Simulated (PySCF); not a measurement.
Computed vibrations of [Pr(H2O)3]3+

[Pr(H2O)3]3+ (singlet in the valence; each metal's 4f electrons, 2 of them, lie in its core potential, out of spins and levels). PySCF 2.14.0, RKS PBE, Pr lcecp-1-SVP with ECP48, O def2-SVP, H def2-SVP; non-relativistic Hamiltonian with scalar-relativistic core potentials where named; density fitting; no spin-orbit coupling. Central differences of gradients.

```xyz
10

Pr    0.0000    0.0000    0.0000
O     2.3797    0.0000    0.0000
H     3.0041    0.0000    0.7774
H     3.0041    0.0000   -0.7774
O    -1.1898    2.0609    0.0000
H    -1.5020    2.6016    0.7774
H    -1.5020    2.6016   -0.7774
O    -1.1899   -2.0609    0.0000
H    -1.5021   -2.6016    0.7774
H    -1.5021   -2.6016   -0.7774
```

Run from Python with OMP_NUM_THREADS=2. Where DIIS fails, smearing, a level shift and second-order steps follow.
It took 39 s on 2 threads of Intel(R) Xeon(R) 6975P-C (Granite Rapids) (shared host).

(1) What are the harmonic wavenumbers and infrared intensities?

(2) Is this a minimum?

An lcecp potential fixes the number of 4f electrons, so in runs with it no electron can move into or out of that shell.

Results:

(1) Modes are labelled in D3h; negative numbers are unstable modes, those under 60 cm⁻¹ near the noise; a finer grid moves soft modes by up to 10 cm⁻¹.
```tsv
cm⁻¹	km/mol	symmetry
-211	–	a1''
-202	–	e''
-202	–	e''
-56	–	a2''
47	4.0	e'
47	4.0	e'
372	0.0	a1'
382	30.6	e'
382	30.6	e'
589	0.0	e''
589	0.0	e''
601	0.0	a2'
603	255.2	a2''
628	541.1	e'
628	541.1	e'
1624	174.3	e'
1624	174.3	e'
1627	0.0	a1'
3452	836.8	e'
3452	836.8	e'
3469	0.0	a1'
3488	0.0	e''
3488	0.0	e''
3490	1134.8	a2''
```

(2) No: 4 unstable; the lowest moves the atoms so:
```
Pr   0.00  0.00  0.00
O    0.00  0.00  0.00
H    0.00  0.41  0.00
H    0.00 -0.41  0.00
O    0.00  0.00  0.00
H   -0.35 -0.20  0.00
H    0.35  0.20  0.00
O    0.00  0.00  0.00
H    0.35 -0.20  0.00
H   -0.35  0.20  0.00
```
